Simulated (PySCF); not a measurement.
Geometry:
| atom | x (Å) | y (Å) | z (Å) |
| --- | --- | --- | --- |
| C1 | -2.066 | -0.062 | 0.695 |
| C2 | -0.692 | -0.122 | 0.018 |
| C3 | -0.694 | -1.243 | -1.020 |
| C4 | -0.435 | 1.196 | -0.623 |
| N5 | 0.340 | 1.962 | 0.003 |
| Si6 | 0.702 | -0.265 | 1.328 |
| O7 | 2.274 | -0.190 | 0.777 |
| C8 | 2.796 | -0.027 | -0.404 |
| O9 | 2.223 | 0.009 | -1.452 |
| H10 | -2.851 | 0.095 | -0.044 |
| H11 | -2.101 | 0.748 | 1.419 |
| H12 | -2.263 | -0.996 | 1.214 |
| H13 | -1.505 | -1.101 | -1.735 |
| H14 | -0.831 | -2.207 | -0.535 |
| H15 | 0.246 | -1.255 | -1.566 |
| H16 | -0.928 | 1.430 | -1.572 |
| H17 | 0.525 | 2.875 | -0.406 |
| H18 | 0.690 | 0.735 | 2.379 |
| H19 | 0.665 | -1.639 | 1.849 |
| H20 | 3.898 | 0.067 | -0.327 |

Non-relativistic Hamiltonian, fast rotation and ring inversion assumed for equivalent nuclei, no solvent, one conformer. Shielding tensors at PBE0/pcSseg-1 (GIAO); geometry from GFN2-xTB; PySCF.

Chemical shifts δ = σref − σ; TMS for 13C (186.93 ppm), 1H (31.72 ppm), 29Si (349.16 ppm); NH3 for 15N (267.73 ppm); 17O (336.08 ppm) vs H2O, all at this level.

| atoms | nucleus | count | δ (ppm) |
| --- | --- | --- | --- |
| H20 | 1H | 1 | 8.01 |
| C8 | 13C | 1 | 163.3 |
| H17 | 1H | 1 | 10.24 |
| C2 | 13C | 1 | 42.1 |
| C1/C3 | 13C | 2 | 22.3 |
| H18/H19 | 1H | 2 | 5.07 |
| O7 | 17O | 1 | ? |
| C4 | 13C | 1 | ? |
| N5 | 15N | 1 | ? |
| H10/H11/H12/H13/H14/H15 | 1H | 6 | ? |
| Si6 | 29Si | 1 | -18.4 |
| O9 | 17O | 1 | 457.4 |
| H16 | 1H | 1 | 8.29 |

Task: Estimate the values marked ?.

Result: 
- C4: 190.9 ppm, carbon bonded to C, N, H
- H10/H11/H12/H13/H14/H15: 1.35 ppm, hydrogen on a carbon bonded to C
- N5: 337.9 ppm, nitrogen bonded to C, H
- O7: 197.6 ppm, oxygen bonded to C, Si

The OH or NH signal is concentration- and solvent-dependent in practice; the value given is the gas-phase one. Shifts are as computed. Against solution values, carbons near 30 ppm lie about +3 ppm off and those near 130 ppm about +5 ppm. Of 1211 compounds with measured shifts, 218 miss one by over three times the rms of a fit or turn the order of signals round; such compounds aren't used in these exercises. Unscaled 17O shifts of doubly bonded oxygen tend to come out too high, by tens of ppm or more. Experimental scales use liquid or dissolved standards, which lie at an offset from isolated NH3 (liquid NH3: subtract about 20 ppm) and H2O (liquid H2O: subtract about 36 ppm). Unscaled 15N shifts of sp2 nitrogen come out 20 to 40 ppm too high even then.
